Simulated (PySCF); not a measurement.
CH3FSSe, SMILES CS[Se]F.

The structure is a stationary point at PBE-D3(BJ)/def2-SVP. One conformer was computed; it need not be the lowest.

Calculation: PySCF 2.14.0 with TDDFT-PBE/def2-SVPD.

Vertical excitations. The molecule is in vacuum.

### Question
Estimate the UV-visible absorptions. (The exact figures need the calculation; the answer reports its results.)

### Answer

```csv
state,energy (eV),λ (nm),f,main pairs
S1,3.21,387,0.000,HOMO→LUMO 100 %
S2,4.00,310,0.003,HOMO→LUMO+1 98 %
S3,4.50,276,0.032,HOMO−1→LUMO 90 %
S4,5.04,246,0.004,HOMO−1→LUMO+1 97 %
S5,5.44,228,0.011,"HOMO−2→LUMO 52 %, HOMO→LUMO+2 46 %"
S6,5.51,225,0.045,"HOMO−2→LUMO 45 %, HOMO→LUMO+2 44 %, HOMO−2→LUMO+1 7 %"
S7,5.75,215,0.029,HOMO→LUMO+3 99 %
S8,6.48,191,0.001,HOMO−1→LUMO+2 93 %
S9,6.51,191,0.052,HOMO→LUMO+4 96 %
S10,6.58,188,0.013,HOMO−3→LUMO 89 %
T1,2.45,505,0,HOMO→LUMO 100 %
T2,3.41,364,0,HOMO→LUMO+1 100 %
T3,3.58,347,0,HOMO−1→LUMO 100 %
T4,4.42,280,0,HOMO−1→LUMO+1 96 %
```
Triplets are in the Tamm–Dancoff approximation, which puts them higher than full response would, so one can lie above its singlet here.
